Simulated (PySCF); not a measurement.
A geometry optimisation, step by step.

Species: cyclo-(H2SnO)2.
Bonds: Sn1–O4, Sn1–O8, O4–Sn5, Sn5–O8. Hydrogens: H2, H3 on Sn1; H6, H7 on Sn5.

Method: PBE0-D3(BJ)/def2-SVP geometry optimisation, gas phase, def2 core potentials past Kr (PySCF); density fitting, grid level 1; the optimiser is geomeTRIC in internal coordinates, started from a GFN2-xTB structure with every atom displaced at random (about 0.03 Å). The frame can shift and turn from step to step; on so coarse a grid that alone can change the energy by a few meV, and forces under 0.02 eV/Å are noise.

Step 0: E = -15814.0654 eV, largest atomic force 1.969 eV/Å
```
atom  x, y, z in Å  |  force x, y, z in eV/Å
Sn1    -0.379    0.452   -1.297   -0.606   0.902  -1.642
H2     -0.043    2.059   -1.790    0.048  -0.036  -0.127
H3     -1.426   -0.413   -2.361    0.197  -0.032   0.077
O4      1.205   -0.465   -0.574    0.444  -0.546   0.064
Sn5     0.431   -0.549    1.278    1.104   0.291   0.723
H6      1.354    0.420    2.327    0.111  -0.009   0.191
H7      0.055   -2.079    1.784   -0.207  -0.800   0.246
O8     -1.059    0.489    0.549   -1.090   0.231   0.468
```

Step 1: E = -15814.1897 eV, largest atomic force 0.518 eV/Å
```
atom  x, y, z in Å  |  force x, y, z in eV/Å
Sn1    -0.405    0.488   -1.341    0.033   0.205   0.474
H2     -0.052    2.083   -1.865    0.040  -0.061  -0.052
H3     -1.414   -0.402   -2.396    0.054  -0.100  -0.039
O4      1.197   -0.472   -0.576   -0.327  -0.047   0.092
Sn5     0.454   -0.544    1.311   -0.010   0.114  -0.256
H6      1.397    0.409    2.385   -0.041  -0.109   0.011
H7      0.064   -2.149    1.834    0.051   0.259  -0.074
O8     -1.102    0.500    0.563    0.200  -0.260  -0.156
```

Step 2: E = -15814.2072 eV, largest atomic force 0.274 eV/Å
```
atom  x, y, z in Å  |  force x, y, z in eV/Å
Sn1    -0.411    0.496   -1.333   -0.059   0.143   0.226
H2     -0.044    2.082   -1.867    0.029  -0.019  -0.046
H3     -1.403   -0.413   -2.392    0.056  -0.048  -0.015
O4      1.179   -0.473   -0.575   -0.096  -0.069  -0.015
Sn5     0.455   -0.537    1.307    0.034   0.092  -0.097
H6      1.399    0.395    2.390   -0.001  -0.035   0.035
H7      0.067   -2.127    1.822    0.000   0.049  -0.003
O8     -1.104    0.492    0.564    0.039  -0.114  -0.086
```

Step 3: E = -15814.2137 eV, largest atomic force 0.093 eV/Å
```
atom  x, y, z in Å  |  force x, y, z in eV/Å
Sn1    -0.420    0.507   -1.324   -0.056   0.074   0.009
H2     -0.038    2.083   -1.877    0.006  -0.007  -0.012
H3     -1.386   -0.423   -2.390    0.019  -0.012  -0.013
O4      1.162   -0.477   -0.580    0.040  -0.046  -0.021
Sn5     0.458   -0.529    1.303    0.063   0.013   0.009
H6      1.405    0.382    2.401   -0.006   0.000   0.004
H7      0.067   -2.113    1.817   -0.017  -0.029   0.026
O8     -1.110    0.483    0.566   -0.049   0.007  -0.003
```

Step 4: E = -15814.2145 eV, largest atomic force 0.036 eV/Å
```
atom  x, y, z in Å  |  force x, y, z in eV/Å
Sn1    -0.424    0.512   -1.322   -0.029   0.012  -0.004
H2     -0.037    2.084   -1.880    0.002   0.004  -0.002
H3     -1.380   -0.424   -2.393    0.012   0.003  -0.003
O4      1.159   -0.480   -0.583    0.018  -0.013  -0.004
Sn5     0.460   -0.528    1.303    0.026  -0.022  -0.011
H6      1.407    0.380    2.402    0.001   0.013   0.004
H7      0.066   -2.112    1.822   -0.010  -0.009   0.017
O8     -1.113    0.481    0.567   -0.021   0.014   0.002
```

Step 5: E = -15814.2148 eV, largest atomic force 0.022 eV/Å
```
atom  x, y, z in Å  |  force x, y, z in eV/Å
Sn1    -0.426    0.514   -1.321   -0.003  -0.002   0.001
H2     -0.037    2.086   -1.880    0.000   0.000   0.005
H3     -1.376   -0.422   -2.395    0.001   0.001  -0.005
O4      1.157   -0.483   -0.585   -0.001   0.002   0.004
Sn5     0.462   -0.530    1.302    0.007  -0.019  -0.008
H6      1.408    0.382    2.400   -0.003   0.005  -0.005
H7      0.065   -2.112    1.827   -0.002   0.006   0.008
O8     -1.114    0.480    0.568    0.002   0.006   0.000
```

Problem. Summarise the path.

Solution. The energy falls by 3.45 kcal/mol from step 0 to step 5; nine tenths of that is first reached at step 2. It falls at every step. The largest force goes from 1.969 to 0.022 eV/Å. Among the bonds Sn5–H7 changes most, from 1.655 to 1.713 Å; the atoms move by 0.070 Å rms after alignment.

What follows is the cost of the whole optimisation. Hardware: one thread of an Arm Neoverse V1, no GPU, on a shared host. Cost: 34 s of wall time, 0.41 GiB resident at most.
